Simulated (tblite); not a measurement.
Compound: C6H12O2P2.
Atom-mapped SMILES: `[CH3:1][O:2][C:3](=[O:4])[P:5]([CH2:6][PH2:7])[CH:8]1[CH2:9][CH2:10]1` (hydrogens: H11, H12, H13 on C1; H14, H15 on C6; H16, H17 on P7; H18 on C8; H19, H20 on C9; H21, H22 on C10)

Computed with GFN2-xTB (tblite), gas phase: L-BFGS steps from a force-field or distance-geometry start until the largest atomic force falls under 0.01 eV/Å.

Step 28: E = -873.4724 eV
```
atom  x, y, z in Å  |  force x, y, z in eV/Å
C1      3.4060   -0.8636    0.4106    0.002  -0.028  -0.008
O2      2.1264   -0.4856   -0.0874    0.004   0.031  -0.039
C3      1.5208    0.5111    0.5472   -0.005  -0.028   0.031
O4      1.9588    1.0828    1.5100    0.022   0.031   0.014
P5     -0.0484    0.9661   -0.3236   -0.005   0.001  -0.003
C6     -0.8533    1.6725    1.2006   -0.007  -0.004  -0.016
P7     -2.5965    2.2737    0.9662   -0.026   0.019  -0.002
C8     -0.8292   -0.6965   -0.3631    0.013   0.006  -0.014
C9     -0.6829   -1.5425   -1.5985    0.000   0.000   0.006
C10    -1.9917   -0.8946   -1.3009    0.001   0.006   0.023
H11     4.0907   -0.0146    0.3745   -0.002   0.013  -0.021
H12     3.7544   -1.6680   -0.2293    0.027  -0.034  -0.029
H13     3.3262   -1.2019    1.4444   -0.026  -0.017   0.029
H14    -0.8384    0.9429    2.0185    0.009   0.012  -0.003
H15    -0.2438    2.5285    1.5129   -0.005  -0.020   0.011
H16    -2.3725    2.8563   -0.2811   -0.002  -0.003  -0.006
H17    -3.0760    1.1015    0.3829   -0.016  -0.004  -0.009
H18    -0.8563   -1.2121    0.5944   -0.034   0.013  -0.030
H19    -0.1001   -1.1620   -2.4238    0.011   0.047   0.031
H20    -0.5915   -2.6099   -1.4653   -0.002  -0.007   0.014
H21    -2.2934   -0.0595   -1.9177    0.027  -0.005  -0.003
H22    -2.8196   -1.5052   -0.9723    0.015  -0.031   0.021
```

Step 29: E = -873.4730 eV
```
atom  x, y, z in Å  |  force x, y, z in eV/Å
C1      3.4026   -0.8656    0.4066    0.017  -0.030   0.000
O2      2.1237   -0.4842   -0.0900    0.019   0.040  -0.003
C3      1.5214    0.5118    0.5495   -0.015  -0.012   0.017
O4      1.9616    1.0819    1.5124    0.016   0.009  -0.004
P5     -0.0471    0.9685   -0.3220   -0.023   0.008   0.023
C6     -0.8559    1.6734    1.2021   -0.012   0.004  -0.007
P7     -2.5999    2.2761    0.9633    0.005  -0.003  -0.003
C8     -0.8266   -0.6946   -0.3626    0.011   0.007  -0.010
C9     -0.6799   -1.5417   -1.5969    0.007  -0.004   0.009
C10    -1.9890   -0.8952   -1.2998    0.000   0.012   0.023
H11     4.0894   -0.0182    0.3715   -0.005   0.014  -0.023
H12     3.7502   -1.6699   -0.2335    0.024  -0.038  -0.036
H13     3.3237   -1.2050    1.4404   -0.031  -0.014   0.022
H14    -0.8432    0.9446    2.0215    0.006   0.014  -0.026
H15    -0.2463    2.5286    1.5177   -0.014  -0.022  -0.001
H16    -2.3730    2.8554   -0.2852   -0.003  -0.006  -0.004
H17    -3.0783    1.1015    0.3824   -0.012   0.008  -0.006
H18    -0.8522   -1.2098    0.5951   -0.037   0.011  -0.028
H19    -0.0979   -1.1629   -2.4233    0.015   0.053   0.027
H20    -0.5869   -2.6082   -1.4607   -0.002  -0.021   0.011
H21    -2.2903   -0.0609   -1.9174    0.019   0.001  -0.008
H22    -2.8167   -1.5063   -0.9719    0.015  -0.030   0.027
```

Step 30: E = -873.4736 eV
```
atom  x, y, z in Å  |  force x, y, z in eV/Å
C1      3.4000   -0.8681    0.4027    0.026  -0.025   0.006
O2      2.1218   -0.4823   -0.0931    0.031   0.035   0.030
C3      1.5219    0.5121    0.5519   -0.016   0.010  -0.001
O4      1.9648    1.0812    1.5143    0.005  -0.015  -0.018
P5     -0.0460    0.9710   -0.3200   -0.029   0.013   0.040
C6     -0.8587    1.6744    1.2033   -0.016   0.010   0.003
P7     -2.6032    2.2784    0.9605    0.029  -0.023  -0.004
C8     -0.8240   -0.6926   -0.3622    0.004   0.007  -0.001
C9     -0.6769   -1.5410   -1.5953    0.013  -0.005   0.010
C10    -1.9866   -0.8957   -1.2983    0.001   0.010   0.012
H11     4.0882   -0.0214    0.3683   -0.007   0.004  -0.021
H12     3.7471   -1.6726   -0.2380    0.013  -0.029  -0.032
H13     3.3206   -1.2083    1.4369   -0.031  -0.009   0.003
H14    -0.8476    0.9467    2.0242    0.000   0.008  -0.042
H15    -0.2490    2.5284    1.5223   -0.019  -0.015  -0.013
H16    -2.3738    2.8545   -0.2891   -0.003  -0.007  -0.002
H17    -3.0810    1.1017    0.3818   -0.008   0.019  -0.002
H18    -0.8493   -1.2073    0.5953   -0.036   0.005  -0.015
H19    -0.0956   -1.1625   -2.4221    0.017   0.050   0.023
H20    -0.5825   -2.6069   -1.4561    0.000  -0.025   0.005
H21    -2.2869   -0.0623   -1.9172    0.008   0.004  -0.010
H22    -2.8137   -1.5081   -0.9711    0.017  -0.022   0.030
```

**Question.** Estimate the geometry and energy of step 31. (The exact step hangs on the optimiser's Hessian estimate; all steps are aligned on step 30, rigid shifts and turns removed.)

**Answer.** E = -873.4742 eV, largest force 0.059 eV/Å
```
atom  x, y, z in Å  |  force x, y, z in eV/Å
C1      3.3980   -0.8710    0.3991    0.026  -0.012   0.006
O2      2.1207   -0.4798   -0.0958    0.032   0.017   0.046
C3      1.5223    0.5124    0.5542   -0.005   0.028  -0.016
O4      1.9682    1.0803    1.5159   -0.008  -0.028  -0.022
P5     -0.0456    0.9735   -0.3174   -0.023   0.013   0.038
C6     -0.8617    1.6755    1.2045   -0.015   0.012   0.009
P7     -2.6060    2.2803    0.9578    0.037  -0.029  -0.003
C8     -0.8215   -0.6905   -0.3619   -0.006   0.005   0.010
C9     -0.6738   -1.5403   -1.5935    0.016  -0.003   0.010
C10    -1.9843   -0.8959   -1.2966    0.004   0.002  -0.005
H11     4.0870   -0.0245    0.3648   -0.003  -0.011  -0.013
H12     3.7446   -1.6757   -0.2427   -0.003  -0.011  -0.018
H13     3.3169   -1.2116    1.4337   -0.024  -0.004  -0.019
H14    -0.8520    0.9488    2.0260   -0.007  -0.007  -0.043
H15    -0.2520    2.5279    1.5266   -0.018   0.000  -0.020
H16    -2.3747    2.8536   -0.2929   -0.002  -0.009  -0.001
H17    -3.0839    1.1022    0.3812   -0.004   0.024  -0.001
H18    -0.8473   -1.2049    0.5952   -0.032  -0.003   0.004
H19    -0.0930   -1.1610   -2.4204    0.015   0.040   0.022
H20    -0.5783   -2.6060   -1.4515    0.004  -0.017  -0.004
H21    -2.2836   -0.0635   -1.9173   -0.003   0.003  -0.009
H22    -2.8104   -1.5103   -0.9698    0.021  -0.007   0.029
```

The energy changes by -0.0006 eV. The first-order estimate −F·Δx gives -0.0008 eV and the mean of the old and new forces, exact on a quadratic surface, -0.0006 eV. The step makes an angle of 75° with the force vector and moves no atom by more than 0.006 Å.

What follows is the cost of the whole relaxation. Time: 0.97 s wall. Hardware: one thread, Intel Xeon Platinum 8488C (x86_64), no GPU, shared host with 192 logical CPUs at a one-minute load of 73.
